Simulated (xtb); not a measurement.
Input file for xtb: GFN1-xTB on LiSi-, 2S+1 = 3, a spin state set in the input, which need not be the lowest, a point of a bond scan (R = 2.460 Å). Charge -1.

```
$ xtb mol.xyz --gfn 1 --sp --chrg -1 --uhf 2
2

Li     0.00000000     0.00000000     0.00000000
Si     0.00000000     0.00000000     2.46003900
```

The head of its log:

```
[...]
           -------------------------------------------------
          |                Calculation Setup                |
           -------------------------------------------------



           -------------------------------------------------
          |                 G F N 1 - x T B                 |
           -------------------------------------------------

        Reference                      10.1021/acs.jctc.7b00118
      * Hamiltonian:
        H0-scaling (s, p, d)           1.850000    2.250000    2.000000
        zeta-weighting                 0.000000
      * Dispersion:
        s8                             2.400000
        a1                             0.630000
        a2                             5.000000
        s9                             0.000000
      * Repulsion:
        kExp                           1.500000
        rExp                           1.000000
      * Coulomb:
        alpha                          2.000000
        third order                    atomic
        anisotropic                    false
      * Halogen bond correction:
        rad-scale                      1.300000
        damping                        0.440000


          ...................................................
          :                      SETUP                      :
          :.................................................:
          :  # basis functions                  14          :
          :  # atomic orbitals                  13          :
          :  # shells                            5          :
          :  # electrons                         6          :
          :  # halogen bonds                     0          :
          :  max. iterations                   250          :
          :  Hamiltonian                  GFN1-xTB          :
          :  restarted?                      false          :
          :  GBSA solvation                  false          :
          :  PC potential                    false          :
          :  electronic temp.          300.0000000     K    :
          :  accuracy                    1.0000000          :
          :  -> integral cutoff          0.2500000E+02      :
          :  -> integral neglect         0.1000000E-07      :
          :  -> SCF convergence          0.1000000E-05 Eh   :
          :  -> wf. convergence          0.2000000E-04 e    :
          :  Broyden damping             0.4000000          :
          :  net charge                         -1          :
          :  unpaired electrons                  2          :
          ...................................................

 iter      E             dE          RMSdq      gap      omega  full diag
   1     -2.3231207 -0.232312E+01  0.115E+01    4.08       0.0  T
   2     -2.3482335 -0.251128E-01  0.716E+00    4.87       1.0  T
```

**Question.** Predict the final total energy.

**Answer.** -2.3752 hartree.
